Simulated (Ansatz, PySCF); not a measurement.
Si(F)(Me)(OH)(NH2) (CH₆FNOSi), SMILES C[Si](N)(O)F.

Coordinates come from a ωB97X-D3(BJ)/def2-SVP optimisation. This is a generated structure with no PubChem entry under its InChIKey; it may be hypothetical. Other conformers were not sampled.

Vertical ionisation energy (IE) and electron affinity (EA) in eV. Rows of orbital energies are one-electron estimates. Where ΔSCF, EOM or ADC give a negative EA the extra electron is unbound and the value depends on the basis.

```tsv
level	IE	EA
−ε(HOMO), −ε(LUMO), B3LYP/def2-TZVP (PySCF)	7.55	-0.32
−ε(HOMO), −ε(LUMO), PBE/def2-TZVP (PySCF)	6.30	0.14
ΔSCF, PBE0/def2-SVPD (Ansatz), final states of multiplicity 2 and 2	10.32	-1.31
ΔSCF, PBE/def2-SVPD (Ansatz), final states of multiplicity 2 and 2	9.97	-1.10
```

Task: What vertical singlet–triplet gap does ΔSCF give with PBE0/def2-SVPD (Ansatz, an electronic-structure program) and with PBE/def2-SVPD (Ansatz)? (The exact figures need the calculation; the answer reports its results.)

Result: 6.55 and 6.35 eV (triplet above singlet where positive).
